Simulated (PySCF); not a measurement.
**Working out the ionisation energy of Ge**

Ge [Ar] 3d10 4s2 4p2 (3P) → Ge⁺ [Ar] 3d10 4s2 4p1 (2P). All numbers are calculated (PySCF 2.14, scalar relativity by spin-free X2C-1e, in x2c-TZVPall). Frozen: [Ar] 3d10. Energies in hartree (1 hartree = 27.21139 eV):

```tsv
part	Ge (lower)	Ge⁺ (upper)
UHF	-2097.048211	-2096.775745
CCSD correlation	-0.063742	-0.050019
(T)	-0.001727	-0.000751
```

Problem. What does Hartree-Fock give?

Solution. (-2096.775745) − (-2097.048211) = 0.272466 hartree = 7.414 eV.

Problem. What do CCSD and CCSD(T) give?

Solution. The CCSD correlation energies differ by 0.013723 hartree = 0.373 eV and the triples by 0.000976 hartree = 0.027 eV, so CCSD gives 7.787 eV and CCSD(T) 7.814 eV.

Measured between the centres of the two terms (NIST): 7.925 eV, so CCSD(T) (valence) is off by -0.111 eV.

What remains against the reference includes basis incompleteness, the frozen core and higher excitations.
